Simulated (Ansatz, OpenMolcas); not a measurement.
The same job for OpenMolcas

Ansatz 0.2.0 runs this on singlet SnH2F+:

in.yaml:
```yaml
basis:
  gaussian:
    orbitals: STO-3G
crystal:
  periodic: [false, false, false]
  atoms:
    - {symbol: F, position_ang: [-1.552600, -0.190000, 0.640700]}
    - {symbol: Sn, position_ang: [0.028300, -0.242200, -0.468300]}
    - {symbol: H, position_ang: [1.184100, -1.054400, 0.524100]}
    - {symbol: H, position_ang: [0.395700, 1.426200, -0.716700]}
accuracy: high
total_charge: 1
hamiltonian:
  xc: hf
```

```bash
$ ansatz run in.yaml --threads 1 --pin off --max-ram 2610MiB --events-out events.jsonl --progress --plain --runs-dir runs
```

The shape is that of a PBE0-D4/def2-TZVP optimisation. That shape belongs to the parent species and isn't relaxed for this state.

The run is non-relativistic.

It gives a total energy of -6062.243904 Eh.

Question: How is this level of theory, on these atoms, set up in OpenMolcas 26.06 as an input file of the program's own?

Answer: One way, which was run:

coord.xyz:
```
4

F     -1.552600    -0.190000     0.640700
Sn     0.028300    -0.242200    -0.468300
H      1.184100    -1.054400     0.524100
H      0.395700     1.426200    -0.716700
```

test.inp:
```
>>> EXPORT MOLCAS_PRINT=2
&gateway
baslib
$CurrDir
coord
coord.xyz
basis
STO-3G
group
NoSym
&seward
&scf
charge
1
thresholds
1e-10 1e-07 1e-07 1e-05
prorbitals
1
```

```bash
$ export MOLCAS_MEM=1860
$ pymolcas test.inp > test.log
```

(Basis files named in the input come from the Basis Set Exchange and aren't shown.)

Its energy is -6062.243904 Eh, 0.000 mEh from the first.
